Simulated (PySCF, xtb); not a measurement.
C5H9Cl, SMILES CCC/C=C\Cl. Other conformers were not sampled.

Harmonic wavenumbers (cm⁻¹) from GFN2-xTB run with xtb at its own minimum, in rising order: 30, 76, 176, 218, 238, 356, 463, 543, 735, 754, 790, 876, 902, 938, 1034, 1092, 1107, 1116, 1210, 1235, 1259, 1273, 1301, 1354, 1416, 1470, 1495, 1503, 1505, 1688, 2953, 2971, 2986, 3004, 3031, 3036, 3041, 3057, 3081.

Question: What does PBE-D3(BJ)/def2-SVP in PySCF give at its own minimum? (Estimate from the structure and the level; the computed values follow.)

Answer: 27, 86, 181, 225, 252, 356, 481, 557, 698, 731, 750, 852, 883, 909, 990, 1046, 1076, 1083, 1181, 1221, 1235, 1271, 1297, 1333, 1350, 1404, 1417, 1420, 1431, 1656, 2951, 2964, 2966, 3006, 3028, 3051, 3061, 3078, 3144. Paired by order, the mean absolute difference is 27 cm⁻¹ and the zero-point energies are 79.1 and 78.1 kcal/mol.
